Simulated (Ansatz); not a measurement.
`N[Si@@H]1C[Si@H]1[SiH3]` + `NC(O)(F)F` → `NC(F)(F)O[SiH3]` + `N[SiH]1C[SiH2]1`  (cleavage of the Si–Si bond)

Computed with Ansatz on PBE0-D4/def2-TZVP structures; ΔE is electronic, products minus reactants. CCSD(T)/CBS adds triple-zeta CCSD(T) − MP2 to the extrapolated MP2 energy (def2 sets, frozen cores). DFT in def2-TZVPP. B3LYP here is the variant with VWN-RPA as its local correlation; programs differ in this. One conformer a species, not always the lowest.

| level | ΔE (kJ/mol) | difference from CCSD(T)/CBS |
| --- | --- | --- |
| PBE0-D4 | -51.6 | 17.6 |
| B2PLYP | -74.7 | -5.5 |
| PBE0 | -52.6 | 16.6 |
| B3LYP | -72.3 | -3.1 |
| MP2/def2-TZVPP | -74.2 | -5.0 |
| SCS-MP2/def2-TZVPP | -79.4 | -10.2 |
| CCSD/def2-TZVPP | -72.6 | -3.4 |
| CCSD(T)/def2-TZVPP | -68.4 | 0.8 |
| HF/CBS(def2) | -96.2 | -27.0 |
| CCSD/CBS(def2) | -73.4 | -4.2 |
| CCSD(T)/CBS | -69.2 | 0 |

Largest T1 diagnostic among the species: 0.013.

In def2-TZVPP, CCSD(T) changes the Hartree–Fock value by +25.5 kJ/mol (the triples alone add +4.2 kJ/mol) and MP2 by +19.7 kJ/mol. From PBE to PBE0 (25 % exact exchange), in def2-TZVPP and without D4, ΔE moves by −7.0 kJ/mol.
